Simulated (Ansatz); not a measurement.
Relaxation of CH₅SSb (8 atoms, charge 0, multiplicity 1), to a largest force component of 0.015 eV/Å in at most 40 steps.

Method: RKS PBE0-D4/def2-SVP (Ansatz).

```xyz
8
Properties=species:S:1:pos:R:3
C -0.652 1.040 -0.431
S -0.893 -0.110 0.914
Sb -2.442 1.414 2.024
H -0.943 0.631 -1.403
H 0.360 1.403 -0.533
H -1.339 1.986 -0.243
H -3.741 1.078 0.806
H -3.093 0.123 3.037
```

Problem. Where does it end, and by what steps?

Solution. The forces met the threshold. The force dipped under the threshold on the way, but the program's further checks kept it going. After 27 steps the energy has fallen by 0.414 eV; H7 moved furthest, 1.33 Å.

```tsv
step	energy less start (eV)	largest force component (eV/Å)	accepted
0	0.0000	2.208	yes
1	-0.1788	1.161	yes
2	-0.2806	0.839	yes
3	-0.3081	0.212	yes
4	-0.2997	0.451	no
5	-0.3261	0.221	yes
6	-0.3405	0.221	yes
7	-0.3604	0.103	yes
8	-0.3691	0.330	yes
9	-0.3935	0.168	yes
10	-0.3563	0.611	no
11	-0.4026	0.098	yes
12	-0.4054	0.233	yes
13	-0.4067	0.169	yes
14	-0.4114	0.043	yes
15	-0.4115	0.144	yes
16	-0.4129	0.012	yes
17	-0.4133	0.040	yes
18	-0.4134	0.046	yes
19	-0.4137	0.024	yes
20	-0.4138	0.030	yes
21	-0.4139	0.024	yes
22	-0.4140	0.023	yes
23	-0.4141	0.021	yes
24	-0.4141	0.019	yes
25	-0.4141	0.016	yes
26	-0.4141	0.015	yes
27	-0.4141	0.014	yes
```

```xyz
8
Properties=species:S:1:pos:R:3
C -0.478 1.193 -0.464
S -1.173 -0.002 0.721
Sb -3.103 1.272 1.521
H -1.168 1.405 -1.293
H 0.422 0.715 -0.877
H -0.178 2.133 0.020
H -4.214 -0.029 1.368
H -2.851 0.878 3.174
```

Run time: 2 min on 1 thread of Arm Neoverse V1, with other jobs on the host, peak memory 0.17 GiB.
